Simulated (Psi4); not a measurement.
Pair of molecules, SMILES F with SMILES CC(C)=O (the first has 2 atoms); geometry from B3LYP-D3(BJ)/def2-TZVP, rigid monomers moved along the line of their centres of mass till H2···O6 is 1.48 Å.
(charge 0, multiplicity 1):
```xyz
12

F      0.5477    -0.2664     0.3699
H     -0.0277    -0.2993     1.1296
C      1.3535     0.0317     3.3938
C     -0.1308    -0.2111     3.4210
C     -0.7949    -0.2824     4.7683
O     -0.7850    -0.3439     2.4012
H      1.5447     1.0614     3.7100
H      1.8600    -0.6178     4.1104
H      1.7554    -0.1147     2.3944
H     -1.8763    -0.2996     4.6586
H     -0.4674    -1.1922     5.2793
H     -0.4886     0.5589     5.3934
```

Computed with Psi4 with SAPT0/jun-cc-pV(D+d)Z.

Give the four SAPT terms and the total, and say what mostly holds the pair together.

electrostatics -25.79, exchange 31.82, induction -13.76, dispersion -4.31, total -12.04 kcal/mol; the largest attraction is electrostatics.
